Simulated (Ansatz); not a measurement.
Geometry optimisation, RKS B3LYP-D4/def2-SVP (Ansatz 0.2.0).

Input:

```yaml
crystal:
  periodic: [false, false, false]
  atoms:
    - { symbol: "N", position_ang: [0.57899, -0.94121, -0.51514] }
    - { symbol: C, position_ang: [0.137, -0.07551, 0.27069] }
    - { symbol: O, position_ang: [0.52289, -0.06624, 1.54963] }
    - { symbol: Te, position_ang: [-1.22124, 1.55814, 0.03338] }
    - { symbol: H, position_ang: [0.25716, -0.90424, -1.47197] }
    - { symbol: H, position_ang: [1.14425, -0.79528, 1.70272] }
    - { symbol: H, position_ang: [-1.41906, 1.22435, -1.5693] }
basis:
  gaussian: { orbitals: def2-SVP }
hamiltonian:
  xc: b3lyp
  dispersion: d4
relax:
  f_tol: 0.015
  max_steps: 40
output:
  orbitals: {}
```

Launched with:

```bash
$ ansatz run input.yaml --threads 1 --pin off --max-ram 2048MiB --backend cpu --events-out ev --progress --plain --runs-dir out
```

Problem. Where does it end, and by what steps?

Solution. The run converged. After 5 steps the energy has fallen by 0.036 eV; H5 moved furthest, 0.06 Å.

```
step  energy less start (eV)  largest force component (eV/Å)  accepted
   0                  0.0000                           0.782       yes
   1                 -0.0284                           0.299       yes
   2                 -0.0326                           0.177       yes
   3                 -0.0349                           0.249       yes
   4                 -0.0340                           0.257        no
   5                 -0.0361                           0.013       yes
```

```xyz
7
Properties=species:S:1:pos:R:3
N 0.583 -0.946 -0.520
C 0.155 -0.085 0.292
O 0.532 -0.068 1.582
Te -1.225 1.570 0.017
H 0.222 -0.851 -1.467
H 1.151 -0.813 1.698
H -1.418 1.195 -1.601
```

The run took 29 s on 1 thread of Arm Neoverse V1, on a shared host, peak memory 0.18 GiB.
